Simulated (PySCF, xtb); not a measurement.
CdGeH₃I, SMILES [Cd]([I])[GeH3].

GFN2-xTB run with xtb at its own geometry gives an orbital gap of 4.29 eV and a dipole moment of 6.61 D.

Geometry: r2SCAN-D4/def2-SVP. The structure was generated by enumeration; whether it is a known compound was not checked. The def2 effective core potentials stand for the cores of Cd, I; spin–orbit coupling is left out.

### Question
What does M06-2X/def2-TZVPD (PySCF) give? (The exact figures need the calculation; the answer reports its results.)

### Answer
gap 7.75 eV (levels -8.49 and -0.75 eV), dipole 2.44 D.
